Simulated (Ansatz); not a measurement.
A run for Ansatz (a program for electronic structure): R-B3LYP/def2-TZVPP on GaH4N (SMILES [NH2][GaH2]), a point of a torsion scan.

Ansatz 0.2 input:
```yaml
crystal:
  periodic: [false, false, false]
  atoms:
    - {symbol: N, position_ang: [-1.01863298, 0.01939112, -0.21459618]}
    - {symbol: Ga, position_ang: [0.78780907, 0.31999959, -0.19992351]}
    - {symbol: H, position_ang: [-1.66960336, 0.73085272, 0.10283361]}
    - {symbol: H, position_ang: [-1.40315771, -0.87281697, 0.08442662]}
    - {symbol: H, position_ang: [1.74953922, -0.00140638, 0.99471559]}
    - {symbol: H, position_ang: [1.40084946, 0.97391817, -1.46885720]}
basis:
  gaussian:
    orbitals: def2-TZVPP
hamiltonian:
  xc: {name: B3LYP}
scf: {lower_state_search: off}
```

It printed:

```
WARN ansatz: RAYON_NUM_THREADS=1 ignored (pool sized by the plan → 1); use --threads N
Functional definition: B3LYP
these checks for a lower state are left out or cut short: stability, starts, cluster_reference, orbital_swaps, neighbouring_geometries, increment
integrals: 0.04 GiB planned
794 factors; their error is unknown
mean field: 0.45 GiB planned
mean field evaluation 1: about -53926.2296 eV, gradient 7.1e1 eV
mean field evaluation 2: about -53880.0693 eV, gradient 1.3e2 eV
mean field evaluation 4: about -53934.9309 eV, gradient 7.7e0 eV
mean field evaluation 8: about -53935.1338 eV, gradient 1.9e-1 eV
mean field evaluation 16: about -53935.1338 eV, gradient 6.3e-6 eV
mean field -53935.13379742 eV, -1982.0796085083 hartree, gradient 6.3e-6 eV, S^2 0.000000; 0 other end points of the search recorded, 0 dependent functions left out
reference -53935.13402465 eV, -1982.0796168589 hartree; 21, 21 occupied and 114, 114 virtual orbitals, 794 factors
Total energy: -53935.13402465 eV, -1982.0796168589 hartree
Checks for a lower state left out: stability, starts, cluster_reference, orbital_swaps, neighbouring_geometries, increment
```

The run converged.

Cost: about 1.4 core-seconds (a rough figure).
